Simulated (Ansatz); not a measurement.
C3H8BCl2N (`CC(C)NB(Cl)Cl`), relaxed with RKS PBE0-D4/def2-TZVP in Ansatz from a PBE-D4/def2-SVP geometry. The force threshold is 0.005 eV/Å; the program also tests the step.

Total charge 0; spin multiplicity 1.

Start:

```xyz
15

C    -1.408    0.760    0.148
C    -0.500   -0.476    0.098
C    -0.138   -0.880   -1.337
N     0.700   -0.312    0.942
B     1.765    0.592    0.857
Cl    1.883    1.836   -0.410
Cl    3.069    0.502    2.069
H    -0.903    1.640   -0.297
H    -1.678    1.009    1.194
H    -2.343    0.576   -0.417
H    -1.063   -1.321    0.550
H     0.422   -0.071   -1.846
H    -1.055   -1.087   -1.924
H     0.491   -1.792   -1.344
H     0.757   -0.974    1.718
```

(1) By how much does the energy fall, and how many steps does the optimiser take? (Estimate.)

(2) Which bonds change most? (Estimate.)

(3) Give the relaxed structure. (An estimate is asked.)

## Answers

(1) The calculation gave: 0.06 eV, in 5 steps.

(2) Ansatz gave: C2–H11 from 1.111 to 1.094 Å; C3–H12 from 1.108 to 1.091 Å; C1–H8 from 1.108 to 1.091 Å; B5–Cl6 from 1.780 to 1.764 Å.

(3) Ansatz gave: 
```xyz
15

C    -1.398    0.752    0.143
C    -0.496   -0.471    0.096
C    -0.140   -0.871   -1.328
N     0.697   -0.305    0.933
B     1.752    0.586    0.852
Cl    1.894    1.826   -0.394
Cl    3.041    0.486    2.062
H    -0.911    1.617   -0.308
H    -1.657    1.003    1.174
H    -2.322    0.558   -0.406
H    -1.046   -1.304    0.545
H     0.397   -0.070   -1.837
H    -1.049   -1.084   -1.895
H     0.487   -1.764   -1.335
H     0.751   -0.958    1.698
```
